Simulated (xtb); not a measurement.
xtb input:

```bash
xtb mol.xyz --gfn 1 --opt tight --chrg 0 --uhf 0
```
mol.xyz:
```
11

C     -2.16335249     0.35232448    -0.16745076
C     -0.83891482    -0.25572937     0.22672213
O      0.20763316     0.52697495    -0.40079127
C      1.46238545     0.13430999    -0.16368511
O      1.79441211    -0.79772116     0.51464339
H     -2.29552188     0.33182348    -1.24973480
H     -2.97706993    -0.21379682     0.28890079
H     -2.23354794     1.38701309     0.16977300
H     -0.68235599    -0.23859572     1.30595256
H     -0.74407761    -1.28948927    -0.10777591
H      2.15550233     0.80358432    -0.69145009
```

Which total energy does the run end on?

-18.98438 Eh (GFN1-xTB).
